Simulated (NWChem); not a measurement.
System: C3H7Si, doublet; SMILES C1C[CH][SiH2]1

NWChem printed, in part:

```
             Northwest Computational Chemistry Package (NWChem) 7.3.0
             --------------------------------------------------------

 CS  symmetry detected

                             Geometry "geometry" -> ""
                             -------------------------

 Output coordinates in angstroms (scale by  1.889725989 to convert to a.u.)

  No.       Tag          Charge          X              Y              Z
 ---- ---------------- ---------- -------------- -------------- --------------
    1 C                    6.0000     1.20549682     0.36161108     0.00000000
    2 C                    6.0000     0.08935323     1.37342896     0.00000000
    3 C                    6.0000    -1.15841337     0.43676463     0.00000000
    4 Si                  14.0000     0.01902777    -1.06415506     0.00000000
    5 H                    1.0000     2.27344822     0.59612369     0.00000000
    6 H                    1.0000     0.12193592     2.04650206    -0.88000432
    7 H                    1.0000     0.12193592     2.04650206     0.88000432
    8 H                    1.0000    -1.79631859     0.54724333     0.88922693
    9 H                    1.0000    -1.79631859     0.54724333    -0.88922693
   10 H                    1.0000    -0.00484588    -1.95813582     1.20451515
   11 H                    1.0000    -0.00484588    -1.95813582    -1.20451515

 Effective nuclear repulsion energy (a.u.)     158.3689640351

      Symmetry information
      --------------------

 Group name             Cs
 Group number              2
 Group order               2
 No. of unique centers     8

  pbe96 is a nonlocal functional; adding pw91lda local functional.

                                 NWChem DFT Module
                                 -----------------

 Summary of "ao basis" -> "ao basis" (spherical)
 ------------------------------------------------------------------------------
       Tag                 Description            Shells   Functions and Types
 ---------------- ------------------------------  ------  ---------------------
 C                           3-21g                   5        9   3s2p
 Si                          3-21g                   7       13   4s3p
 H                           3-21g                   2        2   2s

      Symmetry analysis of basis
      --------------------------

        a'         39
        a"         15

            General Information
            -------------------
          SCF calculation type: DFT
          Wavefunction type:  spin polarized.
          No. of atoms     :    11
          No. of electrons :    39
           Alpha electrons :    20
            Beta electrons :    19
          Charge           :     0
          Spin multiplicity:     2
          Use of symmetry is: on ; symmetry adaption is: on
          Maximum number of iterations: 150
          AO basis - number of functions:    54
                     number of shells:    36
          Convergence on energy requested:  1.00D-06
          Convergence on density requested:  1.00D-05
          Convergence on gradient requested:  5.00D-04

              XC Information
              --------------
          PerdewBurkeErnzerhof Exchange Functional  1.000
            Perdew 1991 LDA Correlation Functional  1.000 local
           PerdewBurkeErnz. Correlation Functional  1.000 non-local

             Grid Information
             ----------------
          Grid used for XC integration:  medium
          Radial quadrature: Mura-Knowles
          Angular quadrature: Lebedev.
          Tag              B.-S. Rad. Rad. Pts. Rad. Cut. Ang. Pts.
          ---              ---------- --------- --------- ---------
          C                   0.70       49           9.0       434
          Si                  1.10       88           8.0       590
          H                   0.35       45          11.0       434
          Grid pruning is: on
          Number of quadrature shells:   415
          Spatial weights used:  Erf1

      Superposition of Atomic Density Guess
      -------------------------------------

 Sum of atomic energies:        -403.19789525

      Non-variational initial energy
      ------------------------------

 Total energy =    -405.527386
 1-e energy   =    -867.666026
 2-e energy   =     303.769677
 HOMO         =      -0.140041
 LUMO         =       0.069793

   Symmetry analysis of molecular orbitals - initial alpha
   -------------------------------------------------------

  Numbering of irreducible representations:

     1 a'          2 a"

  Orbital symmetries:

[...]

                         DFT ENERGY GRADIENTS

    atom               coordinates                        gradient
                 x          y          z           x          y          z
   1 C       2.278059   0.683346   0.000000   -0.017972  -0.006101   0.000000
   2 C       0.168853   2.595404   0.000000   -0.003319  -0.019967   0.000000
   3 C      -2.189084   0.825365   0.000000    0.018373  -0.003808   0.000000
   4 Si      0.035957  -2.010961   0.000000    0.000530   0.021832   0.000000
   5 H       4.296194   1.126510   0.000000    0.001445   0.000962   0.000000
   6 H       0.230425   3.867328  -1.662967    0.000699  -0.000761   0.002703
   7 H       0.230425   3.867328   1.662967    0.000699  -0.000761  -0.002703
   8 H      -3.394550   1.034140   1.680395   -0.000660  -0.000010  -0.001845
   9 H      -3.394550   1.034140  -1.680395   -0.000660  -0.000010   0.001845
  10 H      -0.009157  -3.700340   2.276204    0.000433   0.004312  -0.004994
  11 H      -0.009157  -3.700340  -2.276204    0.000433   0.004312   0.004994
```

Level: PBE/3-21G, spin-unrestricted. Coordinates come from a PBE0/def2-SVP, spin-unrestricted optimisation. No stability test was run on the SCF state.

Task: Which NWChem input produces such a log?

Result: One answer among several that fit: the input that was run:
```
start job
memory heap 200 mb stack 900 mb global 1100 mb
geometry units angstroms noautoz
  C      1.205055     0.357896    -0.000070
  C      0.101303     1.383216     0.001466
  C     -1.157766     0.461801     0.000358
  Si     0.001329    -1.053330    -0.001746
  H      2.275780     0.579401    -0.001127
  H      0.142016     2.057798    -0.877025
  H      0.142127     2.053885     0.882980
  H     -1.794041     0.579135     0.889873
  H     -1.794519     0.580928    -0.888580
  H     -0.033669    -1.949423     1.200916
  H     -0.033168    -1.944482    -1.208110
end
basis spherical
  * library 3-21g
end
dft
  odft
  mult 2
  xc xpbe96 cpbe96
  iterations 150
  mulliken
end
task dft gradient
```
